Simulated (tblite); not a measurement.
C6H15NSi2.
Bonds: C1–C2, C2–C3, C3–N4, N4–Si5, Si5–C6, C6–C7, C7–Si8, C3–C9, C1–C9, N4–Si8. Hydrogens: H10, H11 on C1; H12, H13 on C2; H14 on C3; H15, H16 on Si5; H17, H18 on C6; H19, H20 on C7; H21, H22 on Si8; H23, H24 on C9.

Computed geometry: GFN2-xTB, gas phase.

Give the optimised bond lengths and angles.

```json
{"bond": "C1–C2, C1–C9", "length (Å)": "1.535"}
{"bond": "C2–C3, C3–C9", "length (Å)": "1.539"}
{"bond": "C3–N4", "length (Å)": "1.435"}
{"bond": "N4–Si5, N4–Si8", "length (Å)": "1.738"}
{"bond": "Si5–C6, C7–Si8", "length (Å)": "1.898"}
{"bond": "C6–C7", "length (Å)": "1.531"}
{"bond": "C1–H10", "length (Å)": "1.088"}
{"bond": "C1–H11", "length (Å)": "1.088"}
{"bond": "C2–H12, C9–H24", "length (Å)": "1.088"}
{"bond": "C2–H13, C9–H23", "length (Å)": "1.087"}
{"bond": "C3–H14", "length (Å)": "1.099"}
{"bond": "Si5–H15 and 3 like bonds", "length (Å)": "1.469"}
{"bond": "C6–H17 and 3 like bonds", "length (Å)": "1.090"}
```

Bonds in one row agree within 0.01 Å and their mean is given. A selection of angles:
```json
{"angle": "C2–C1–C9", "degrees": "89.0"}
{"angle": "C1–C2–C3", "degrees": "88.9"}
{"angle": "C2–C3–N4", "degrees": "118.1"}
{"angle": "C2–C3–C9", "degrees": "88.8"}
{"angle": "C3–N4–Si5", "degrees": "121.2"}
{"angle": "Si5–N4–Si8", "degrees": "116.1"}
{"angle": "N4–Si5–C6", "degrees": "98.2"}
{"angle": "Si5–C6–C7", "degrees": "108.7"}
```

Dihedral angles: C9–C1–C2–C3 16° (synperiplanar); C1–C2–C3–N4 -137° (anticlinal); C2–C3–N4–Si5 146° (anticlinal); C3–N4–Si5–C6 165° (antiperiplanar); N4–Si5–C6–C7 25° (synperiplanar); Si5–C6–C7–Si8 -35° (synclinal); C6–C7–Si8–N4 30°; C2–C3–C9–C1 16° (synperiplanar); C2–C1–C9–C3 -16° (synperiplanar); C3–N4–Si8–C7 178° (antiperiplanar). The mirror-image conformer, all signs reversed, is as good.

The 5-membered ring N4–Si5–C6–C7–Si8 has internal angles of 97.5° to 116.1°; it is puckered, 0.16 Å rms from its mean plane, widest ring torsion 35°. N4 (nitrogen bridging silicon atoms) is almost planar (angles 121.7°, 121.2° and 116.1°, sum 359.0°, 0.09 Å off the plane of its three neighbours). Si5 (SiH2 silicon) is distorted tetrahedral (angles from 98.2° to 113.1°). The 4-membered ring C1–C2–C3–C9 has internal angles of 88.8° to 89.0° (sum 356°, against 360° for a flat polygon); it is puckered, 0.11 Å rms from its mean plane, widest ring torsion 16°. Of the pairs four or more bonds apart, Si5···H23 is among the closest relative to their van der Waals radii: 2.98 Å, 90 % of the sum of Bondi's values.

Point group: C1 (no symmetry element, even within 0.4 Å). GFN2-xTB frequencies show an imaginary mode (23i cm⁻¹), so the point is no minimum at that level. 2 starts were optimised and ended at 0.00 and 0.06 kcal/mol (GFN2-xTB); the lowest of these is shown.
